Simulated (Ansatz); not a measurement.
One group Y is varied and pulled off as a radical: Y-SnCl3. All species are isolated molecules in the gas phase. Each species was relaxed from one start; no search for lower structures was made at this level. In the def2 sets, heavy atoms carry core potentials. Strings in code marks are SMILES.

The hole reorganisation energy (four-point) from two functionals at the same geometries (PBE0-D3(BJ)/def2-SVP), both in Ansatz (an electronic-structure program): PBE-D3(BJ)/def2-TZVP and B3LYP-D3(BJ)/def2-TZVP. B3LYP has the VWN-RPA correlation part, as in Gaussian. 

| species | PBE-D3(BJ)/def2-TZVP (eV) |
|---|---|
| Y = n-butyl (`CCC[CH2][Sn]([Cl])([Cl])[Cl]` (C–C–C–C torsion 180°, C–C–C–Sn torsion -180°)) | 1.080 |
| Y = vinyl (`C=[CH][Sn]([Cl])([Cl])[Cl]`) | 1.374 |
| Y = allyl (`C=C[CH2][Sn]([Cl])([Cl])[Cl]` (C–C–C–Sn torsion 99°)) | 0.957 |
| Y = benzyl (`[CH2]([Sn]([Cl])([Cl])[Cl])c1ccccc1` (Sn–C–C–C torsion 89°)) | 0.571 |
| Y = phenyl (`c1cccc[c]1[Sn]([Cl])([Cl])[Cl]`) | 0.662 |

### Question
What does B3LYP-D3(BJ)/def2-TZVP give for each?

### Answer

- Y = n-butyl (`CCC[CH2][Sn]([Cl])([Cl])[Cl]` (C–C–C–C torsion 180°, C–C–C–Sn torsion -180°)): 1.297
- Y = vinyl (`C=[CH][Sn]([Cl])([Cl])[Cl]`): 1.682
- Y = allyl (`C=C[CH2][Sn]([Cl])([Cl])[Cl]` (C–C–C–Sn torsion 99°)): 1.124
- Y = benzyl (`[CH2]([Sn]([Cl])([Cl])[Cl])c1ccccc1` (Sn–C–C–C torsion 89°)): 0.641
- Y = phenyl (`c1cccc[c]1[Sn]([Cl])([Cl])[Cl]`): 0.792
Over these rows, drawn at random from the members with no instability flagged (it was tested for open shells, ions and some series alone), PBE minus B3LYP-D3(BJ): mean -0.178 eV, from -0.308 eV to -0.070 eV.
